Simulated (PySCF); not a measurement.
Run record: geometry optimisation, `CCC[C@@H](C)C1CC1` (1-methylbutylcyclopropane).

Computed with PBE0-D3(BJ)/def2-SVP geometry optimisation, gas phase (PySCF 2.14.0). Start geometry: GFN2-xTB. A driver script takes a list of jobs; this job's settings line and coordinates (Å) are shown.

Input:
```
{"job": {"xc": "PBE0", "basis": "def2-SVP", "d3": "d3bj", "grid": 1, "kind": "geom"}, "charge": 0, "multiplicity": 1}
C      2.968346     1.195599    -0.085890
C      1.470419     0.954254    -0.229347
C      1.094130    -0.478324     0.140399
C     -0.393567    -0.790958    -0.060304
C     -0.652290    -2.280132     0.177168
C     -1.266920     0.029218     0.866288
C     -2.732183     0.166098     0.577678
C     -1.826813     1.351159     0.435858
H      3.527564     0.527189    -0.737371
H      3.287877     1.018353     0.938693
H      3.218448     2.220493    -0.350367
H      0.928135     1.651264     0.410806
H      1.172974     1.149133    -1.262225
H      1.360497    -0.661908     1.184246
H      1.681371    -1.165480    -0.474328
H     -0.662710    -0.551530    -1.095263
H     -1.705508    -2.510199     0.035970
H     -0.375444    -2.554334     1.192939
H     -0.070428    -2.886447    -0.513044
H     -0.987737    -0.063639     1.909925
H     -3.114105    -0.285458    -0.325843
H     -3.429348     0.142190     1.401489
H     -1.899678     2.145717     1.163651
H     -1.604766     1.697506    -0.562210
```

Question: What does the run print?

Answer: 
```
step   0  E = -313.87180254  max force = 0.013393
step   1  E = -313.87424707  max force = 0.002819
step   2  E = -313.87428893  max force = 0.000590
step   3  E = -313.87429047  max force = 0.000104
optimisation converged
```

Energies in Eh; «max force» is the largest Cartesian gradient component in Eh/bohr.

Question: How much energy does the optimisation release, in kJ/mol?

Answer: E(step 0) − E(last step) = 0.002488 Eh, which is 6.5 kJ/mol.

Summary of the converged run: final energy -313.87429 Eh after 3 steps; dipole 0.04 D.

Question: Where do the atoms end?

Answer: 0.030 Å rms from the input after alignment:
```
atom  x, y, z in Å
C1     3.0522    1.1526   -0.1077
C2     1.5567    0.9099   -0.2368
C3     1.1554   -0.5170    0.1115
C4    -0.3295   -0.8486   -0.0535
C5    -0.5786   -2.3352    0.1815
C6    -1.2091   -0.0129    0.8526
C7    -2.6699    0.1477    0.5526
C8    -1.7439    1.3205    0.4204
H9     3.6263    0.4847   -0.7701
H10    3.3987    0.9676    0.9220
H11    3.3208    2.1882   -0.3664
H12    1.0104    1.6159    0.4093
H13    1.2322    1.1362   -1.2683
H14    1.4515   -0.7337    1.1553
H15    1.7419   -1.2161   -0.5115
H16   -0.6151   -0.6132   -1.0969
H17   -1.6398   -2.5899    0.0408
H18   -0.3025   -2.6188    1.2106
H19    0.0168   -2.9569   -0.5051
H20   -0.9508   -0.1012    1.9157
H21   -3.0494   -0.3067   -0.3679
H22   -3.3818    0.1325    1.3819
H23   -1.8075    2.1241    1.1590
H24   -1.4976    1.6627   -0.5888
```

Cost: about 1.6 min of CPU time on one thread; the machine was shared, so the figure is rough.
Labels such as C1 count atoms from 1, the log's own numbers from 0.
